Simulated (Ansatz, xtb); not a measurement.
**Relative energy of two structures of BFGa2H+**

Structure I: a triplet given by its coordinates. Structure II: a triplet given by its coordinates. Both are isolated ions in the gas phase, relaxed with B3LYP-D3(BJ)/def2-SVP.

I (Å):

```xyz
5

B     0.3097    1.3185    0.3343
F     0.4102    2.5052    1.1165
Ga    0.8217    1.2507   -1.6985
Ga    0.1066    3.3377    3.1014
H    -0.0833    0.3096    0.8563
```

Close contacts (Å): B1–F2 1.42, B1–Ga3 2.10, F2–Ga4 2.17, B1–H5 1.20.

II (Å):

```xyz
5

B     0.1384    1.8246    0.8598
F    -0.9937    1.2107    1.2207
Ga    1.9140    0.7247    2.0353
Ga    0.1328    1.9459   -1.5292
H     0.4560    2.9712    1.0978
```

Close contacts (Å): B1–F2 1.34, B1–Ga3 2.40, B1–Ga4 2.39, B1–H5 1.21.

**Question.** Which of the two would you expect CCSD(T)/def2-TZVP electronic energies to favour?

**Answer.** Structure II; the calculation gives E(II) − E(I) = −0.107 eV.

Level by level:

```tsv
level	geometry	E(II) − E(I) (eV)	departure from the last row (eV)	job, with rough time for the two
B3LYP-D3(BJ)/def2-SVP	B3LYP-D3(BJ)/def2-SVP	−0.218	−0.110	optimisation, 83 s
HF/def2-TZVP	B3LYP-D3(BJ)/def2-SVP	−0.116	−0.009	part of the CCSD(T) run
MP2/def2-TZVP	B3LYP-D3(BJ)/def2-SVP	−0.041	+0.066	part of the CCSD(T) run
CCSD(T)/def2-TZVP	B3LYP-D3(BJ)/def2-SVP	−0.107		single point, 2.8 min
```

None of the levels shown reverses the order. The largest departure from CCSD(T)/def2-TZVP is that of B3LYP-D3(BJ)/def2-SVP, 0.110 eV. Levels run at GFN2-xTB geometries aren't shown. The triplet state of I needn't be its ground state. The triplet state of II needn't be its ground state.

With harmonic frequencies from B3LYP-D3(BJ)/def2-SVP (ideal gas, rigid rotor, one conformer each, 298.15 K, 1 atm): on the last row, ΔE + ΔZPE = −0.118 eV. A mode under 50 cm⁻¹ makes harmonic enthalpies and free energies unreliable, so none is given.

Open shells are spin-unrestricted. The correlated steps freeze 20 core orbitals; the filled d shell of Ga is correlated, in a basis made for valence electrons. Programs: Ansatz 0.2.0; the last row on 2 threads of Intel(R) Xeon(R) 6975P-C (Granite Rapids) on a shared host.
